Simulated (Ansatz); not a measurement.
C$_{4}$H$_{9}$CuO, SMILES `CC(C)(C)[O][Cu]`, relaxed with RKS PBE-D4/def2-SVP in Ansatz 0.2.0 from a rough embedded geometry. The force threshold is 0.03 eV/Å; the program also tests the step.

Charge 0, multiplicity 1.

Start:

```xyz
15

C     0.744    1.142    0.425
C    -0.007   -0.024   -0.254
C     0.967   -1.167   -0.429
C    -1.164   -0.539    0.529
O    -0.474    0.365   -1.505
Cu   -1.867    1.965   -1.331
H     1.550    1.514   -0.211
H     1.072    0.853    1.391
H    -0.023    2.042    0.521
H     0.517   -2.011   -0.971
H     1.389   -1.499    0.531
H     1.864   -0.833   -1.098
H    -1.765   -1.332    0.094
H    -0.878   -0.801    1.591
H    -1.924    0.325    0.717
```

**Question.** By how much does the energy fall, and how many steps does the optimiser take? (Estimate.)

**Answer.** Ansatz gave: 86.04 kJ/mol, in 7 steps, 1 of them rejected.

**Question.** Which bonds change most? (Estimate.)

**Answer.** Computed: O5–Cu6 from 2.128 to 1.797 Å; C1–H9 from 1.186 to 1.113 Å; C3–H12 from 1.168 to 1.108 Å; C4–H15 from 1.167 to 1.113 Å.

**Question.** Give the relaxed structure. (Best estimate.)

**Answer.** Ansatz gave: 
```xyz
15

C     0.694    1.175    0.462
C    -0.027    0.007   -0.237
C     0.966   -1.149   -0.488
C    -1.199   -0.488    0.632
O    -0.478    0.389   -1.519
Cu   -1.668    1.733   -1.585
H     1.502    1.564   -0.189
H     1.130    0.886    1.441
H    -0.030    2.002    0.636
H     0.452   -1.979   -1.012
H     1.388   -1.533    0.463
H     1.796   -0.799   -1.133
H    -1.748   -1.292    0.102
H    -0.869   -0.870    1.621
H    -1.909    0.352    0.804
```
